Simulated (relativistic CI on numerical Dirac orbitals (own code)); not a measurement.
# Re⁶⁺: 4d photoemission

Computed with this model: Dirac-Coulomb-Breit CI, separate exchange-only KLI orbitals for each configuration, model QED (radiative potential, 1s self-energy scaled to tabulated hydrogen-like ionisation energies), valence Slater integrals scaled by 0.9, multiplet model of photoemission in the sudden approximation; configurations [Xe] 4f14 5d → [Kr] 4d9 4f14 5s2 5p6 5d; 300 K; Lorentzian 2.45 eV and Gaussian 0.6 eV FWHM. Energies are those of the free ion, without screening or charge transfer. The energies are binding energies and can lie tens of eV above those of solids. S is read from ⟨S²⟩ = S(S + 1).

free ion: ground-state S = 0.50, centroid 360.66 eV. Peaks (eV, height): 355.2 (100), 368.6 (63).

Strongest unbroadened transitions for free ion:

```
Energy (eV)  Relative strength
     354.11               30.5
     354.92              100.0
     355.21               53.7
     355.66               77.1
     356.12                3.2
     357.00                1.5
     357.05                2.5
     357.28                1.1
     360.09                1.4
     368.30               30.7
     368.37               77.6
     369.36               55.5
     369.55                3.0
     370.01                0.0
     370.35                0.6
     370.74                1.0
     373.62                9.9
```
